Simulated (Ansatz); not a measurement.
Geometry optimisation, Ansatz, RKS BLYP-D4/def2-SVP.

Input file:

```yaml
crystal:
  periodic: [false, false, false]
  atoms:
    - { symbol: C, position_ang: [-0.0166, -1.3706, 1.0052] }
    - { symbol: C, position_ang: [0.3307, -0.6204, -0.2967] }
    - { symbol: C, position_ang: [-0.2679, 0.7946, -0.4746] }
    - { symbol: O, position_ang: [0.4604, 1.4202, -1.5718] }
    - { symbol: O, position_ang: [0.0417, 1.5956, 0.6412] }
    - { symbol: I, position_ang: [-2.2995, 0.8631, -0.8272] }
    - { symbol: H, position_ang: [0.4566, -2.2987, 1.0541] }
    - { symbol: H, position_ang: [-1.1047, -1.4832, 1.0383] }
    - { symbol: H, position_ang: [0.2391, -0.7326, 1.9163] }
    - { symbol: H, position_ang: [1.4334, -0.5535, -0.2847] }
    - { symbol: H, position_ang: [0.0583, -1.2417, -1.137] }
    - { symbol: H, position_ang: [-0.2539, 2.0655, -1.8521] }
    - { symbol: H, position_ang: [0.9428, 1.5272, 0.8038] }
basis:
  gaussian: { orbitals: def2-SVP }
hamiltonian:
  xc: blyp
  dispersion: d4
relax:
  f_tol: 0.015
  max_steps: 40
```

Command:

```bash
$ ansatz run input.yaml --threads 2 --pin off --max-ram 3072MiB --backend cpu --events-out ev --progress --plain --runs-dir out
```

Problem. Where does it end, and by what steps?

Solution. The run converged. After 10 steps the energy has fallen by 0.869 eV; H12 moved furthest, 0.35 Å.

```tsv
step	energy less start (eV)	largest force component (eV/Å)	accepted
0	0.0000	4.577	yes
1	-0.6902	1.795	yes
2	-0.7962	1.045	yes
3	-0.8491	0.873	yes
4	-0.8664	0.152	yes
5	-0.8638	0.264	no
6	-0.8679	0.045	yes
7	-0.8684	0.019	yes
8	-0.8686	0.054	yes
9	-0.8687	0.033	yes
10	-0.8687	0.010	yes
```

```xyz
13
Properties=species:S:1:pos:R:3
C -0.064 -1.337 1.000
C 0.361 -0.644 -0.300
C -0.175 0.778 -0.493
O 0.336 1.289 -1.667
O 0.008 1.631 0.602
I -2.496 0.705 -0.663
H 0.460 -2.307 1.107
H -1.154 -1.527 1.013
H 0.176 -0.711 1.882
H 1.470 -0.534 -0.333
H 0.087 -1.241 -1.191
H 0.038 2.221 -1.733
H 0.973 1.641 0.790
```

Run time: 64 s on 2 threads of Arm Neoverse N1, with other jobs on the host, peak memory 0.2 GiB.
